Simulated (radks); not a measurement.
Results of a calculation; reference values are marked as such.
Task: These are the eigenvalues of the occupied orbitals of an atom or ion with whole-number occupations (eV). Level of theory: scalar-relativistic Kohn-Sham, BLYP, spin-unpolarised, spherical densities, finite nucleus; Fermi nuclear charge, rms radius of each element as measured or else 0.836 A^(1/3) + 0.57 fm (a radial shooting solver on a logarithmic mesh with Libxc functionals).

| orbital | eigenvalue |
|---|---|
| 1s | -38801.92 |
| 2s | -6217.342 |
| 2p | -5578.079 |
| 3s | -1366.917 |
| 3p | -1162.763 |
| 3d | -869.2511 |
| 4s | -313.1604 |
| 4p | -246.6792 |
| 4d | -150.4078 |
| 5s | -81.9581 |
| 5p | -63.8610 |
| 7s | -17.9557 |

Which element is it, and in what charge state? The configuration may be excited.

Result: Z = 57, lanthanum, charge +4: La4+ in [Kr] 4d10 5s2 5p4 7s1. The list shows which subshells hold electrons but not how many an open one holds; the 1s level, -1425.9 hartree, gives Z - s = 53.4 by -(Z - s)^2/2, which with screening and relativity narrows Z to a few neighbours, and the depths of the outer levels then fix element, charge and occupations together.
